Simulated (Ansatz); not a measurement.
Reaction (ligand exchange at the Si–Cl bond): `F[Si](Cl)(Cl)O[SiH3]` + H–F → `F[Si](F)(Cl)O[SiH3]` + HCl

Computed with Ansatz on PBE0-D4/def2-TZVP structures; ΔE is electronic, products minus reactants. CCSD(T)/CBS adds triple-zeta CCSD(T) − MP2 to the extrapolated MP2 energy (def2 sets, frozen cores). This one scheme is used for every species. DFT in def2-TZVPP. One conformer a species, not always the lowest.

```
               species  BLYP energy (Eh)
`F[Si](Cl)(Cl)O[SiH3]`       -1676.61701
                   H–F        -100.48139
 `F[Si](F)(Cl)O[SiH3]`       -1316.30748
                   HCl        -460.81404
```

Task: Work out ΔE.

Result: ΔE = (-1316.30748) + (-460.81404) − (-1676.61701) − (-100.48139) = -0.02312 Eh = -60.7 kJ/mol. CCSD(T)/CBS gives -50.0 kJ/mol.

Largest T1 diagnostic among the species: 0.011.

From BLYP to BHLYP (50 % exact exchange), in def2-TZVPP and without D4, ΔE moves by −4.0 kJ/mol. Leaving LDA and LC-ωPBE aside and taking each functional with its dispersion term where it has one, the values, not all of them listed here, spread over 21.7 kJ/mol, from CAM-B3LYP-D4 to revPBE-D4.
